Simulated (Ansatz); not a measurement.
A run for Ansatz (a quantum-chemistry and plane-wave program): R-PBE/def2-TZVPP on GeH3ITe (SMILES [GeH3][Te]I), a point of a torsion scan. Elements past Kr take the def2 small-core potentials; no spin–orbit coupling.

Ansatz 0.2 input:
```yaml
crystal:
  periodic: [false, false, false]
  atoms:
    - {symbol: Ge, position_ang: [-0.74404607, 0.00973428, -0.01290353]}
    - {symbol: Te, position_ang: [1.31680754, 1.45574437, -0.01883242]}
    - {symbol: I, position_ang: [2.97172489, -0.40541925, -1.02789357]}
    - {symbol: H, position_ang: [-1.07517593, -0.57757702, 1.32778907]}
    - {symbol: H, position_ang: [-1.93031291, 0.84720782, -0.37957596]}
    - {symbol: H, position_ang: [-0.66694197, -1.12355200, -0.98405537]}
basis:
  gaussian:
    orbitals: def2-TZVPP
hamiltonian:
  xc: {name: PBE}
scf: {lower_state_search: off}
```

Output:

```
WARN ansatz: RAYON_NUM_THREADS=1 ignored (pool sized by the plan → 1); use --threads N
Functional definition: PBE
these checks for a lower state are left out or cut short: stability, starts, cluster_reference, orbital_swaps, neighbouring_geometries, increment
integrals: 0.12 GiB planned
1288 factors; their error is unknown
mean field: 0.75 GiB planned
mean field evaluation 1: about -71952.3730 eV, gradient 2.6e1 eV
mean field evaluation 2: about -71952.4854 eV, gradient 2.8e1 eV
mean field evaluation 4: about -71953.5095 eV, gradient 2.7e0 eV
mean field evaluation 8: about -71953.5236 eV, gradient 7.6e-2 eV
mean field evaluation 16: about -71953.3825 eV, gradient 2.9e-4 eV
mean field -71953.38245643 eV, -2644.2380335193 hartree, gradient 1.3e-6 eV, S^2 0.000000; 0 other end points of the search recorded, 0 dependent functions left out
reference -71953.38249524 eV, -2644.2380349457 hartree; 42, 42 occupied and 148, 148 virtual orbitals, 1288 factors
Total energy: -71953.38249524 eV, -2644.2380349457 hartree
Checks for a lower state left out: stability, starts, cluster_reference, orbital_swaps, neighbouring_geometries, increment
```

Self-consistency was reached.

Cost: roughly 1.9 core-seconds.
